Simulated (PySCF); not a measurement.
Vertical excitations of a molecule C₂H₈FNSi₂ from PySCF with TDDFT-PBE/def2-SVPD, as energy in eV (oscillator strength): 4.80 (0.007), 5.27 (0.045), 5.70 (0.015), 5.90 (0.007), 5.95 (0.024), 5.98 (0.044), 6.22 (0.002), 6.46 (0.054), 6.56 (0.005), 6.61 (0.002). Lowest triplet (TDA): 4.42 eV. Geometry optimised at r2SCAN-D4/def2-SVP. Other conformers were not sampled.

Which structure fits?
A) N[Si@H]1[SiH2]C[C@@H]1F
B) CN1[SiH2]C(F)[SiH2]1
C) FC[Si@@H]1C[SiH2]N1
D) F[SiH2][C@H]1NC[SiH2]1

A, N[Si@H]1[SiH2]C[C@@H]1F
